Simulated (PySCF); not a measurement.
These are PBE-D3(BJ)/def2-TZVP // B3LYP-D3(BJ)/def2-SVP (PySCF) values and carry that method's errors. Gas-phase values, no solvent. One relaxed conformer stands for a flexible species; it need not be the lowest. 

Reference species (SMILES): `Bc1cc(F)cc2cccnc12` (neutral, multiplicity 1).

```
Quantity                  Result
----------------------  --------
S1 oscillator strength     0.000
HOMO                    -5.95 eV
HOMO–LUMO gap            2.63 eV
```

Changed species: `c1ccnc2c1c(c(F)cc2)B`.

Question: Predict the effect on the S1 oscillator strength, HOMO and HOMO–LUMO gap.

Answer: the S1 oscillator strength hardly moves; the HOMO drops by 0.17 eV, to -6.12 eV; the HOMO–LUMO gap increases by 0.13 eV, to 2.76 eV.
